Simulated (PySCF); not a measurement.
Sn(F)3(OH) (F3HOSn), SMILES [OH][Sn]([F])([F])[F].

Geometry: r2SCAN-D4/def2-SVP. The def2 effective core potentials stand for the cores of Sn; spin–orbit coupling is left out. One conformer was computed; it need not be the lowest.

Method: IEF-PCM-ωB97X/def2-SVP in PySCF 2.14.0.

The values are the electrostatic part of the solvation free energy, E(continuum) − E(gas) at the gas-phase geometry, in a cavity of scaled van der Waals radii (PySCF's table); cavitation and dispersion terms are not included. A continuum can't describe solvent molecules that bind to the metal. In vacuum the orbital gap is 11.81 eV. The dipole moment in vacuum is 2.41 D.

```csv
solvent,ε,ΔG(elec) (kcal/mol),dipole (D),gap (eV)
water,78.36,-8.4,2.86,11.65
tetrahydrofuran,7.43,-6.9,2.78,11.68
"N,N-dimethylformamide",37.22,-8.2,2.85,11.65
```
